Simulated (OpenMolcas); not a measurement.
Tc5+ among 2 point charges of -2.5 e arranged as a linear pair (D∞h).

- Program: OpenMolcas
- Method: CASSCF
- Basis: ANO-RCC-VDZP [6s5p3d1f]
- Scalar Hamiltonian: DKH2, point nucleus
- Active space: 2 electrons in 5 orbitals (4d)
- State averaging: 2S+1 = 3 even, 10 roots; 2S+1 = 1 even, 15 roots
- Spin-orbit coupling: RASSI with atomic mean-field integrals over the reference wave functions

All point charges move together. At R = 1.72 Å the first state of the same spin is 12805 cm-1, and at R = 1.81 Å it is 10087 cm-1.

Q: A third run gives 7366 cm-1. What distance was it run at?

A: With a power law R^-n the two known points give n = -ln(10087 / 12805) / ln(1.81 / 1.72) = 4.68. Then R = 1.72 × (12805 / 7366)^(1/4.68) = 1.936 Å. The run was at 1.92 Å, so the estimate is off by +0.016 Å.

Without dynamic correlation the repulsion within the d shell is too large (B by tens of per cent), so at a given field states of lower spin stand too high. This is an electrostatic model: the charges have no orbitals. No measured value stands beside these numbers.
